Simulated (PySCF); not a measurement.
C₂H₆FInO, SMILES CC[O][InH][F]. The structure is a stationary point at B3LYP-D3(BJ)/def2-SVP. The structure was generated by enumeration; whether it is a known compound was not checked. The def2 effective core potentials stand for the cores of In; spin–orbit coupling is left out. Other conformers were not sampled.

Computed equilibrium geometry at B3LYP-D3(BJ)/def2-SVP (PySCF confirms it by a frequency run) as bond lengths and angles (one conformer of several):
Atoms: In1 H2 F3 O4 C5 C6 H7 H8 H9 H10 H11. Bond lengths (Å): In1–H2 1.700, In1–F3 1.979, In1–O4 1.996, O4–C5 1.414, C5–C6 1.524, C5–H7 1.108, C5–H8 1.106, C6–H9 1.103, C6–H10 1.102, C6–H11 1.103. Angles (°): H2–In1–F3 121.8, H2–In1–O4 128.5, F3–In1–O4 109.8, In1–O4–C5 123.8, O4–C5–C6 113.5, O4–C5–H7 111.0, O4–C5–H8 106.6, C6–C5–H7 109.3, C6–C5–H8 109.8, H7–C5–H8 106.5, C5–C6–H9 110.1, C5–C6–H10 111.1, C5–C6–H11 110.4, H9–C6–H10 108.0, H9–C6–H11 109.0, H10–C6–H11 108.1.
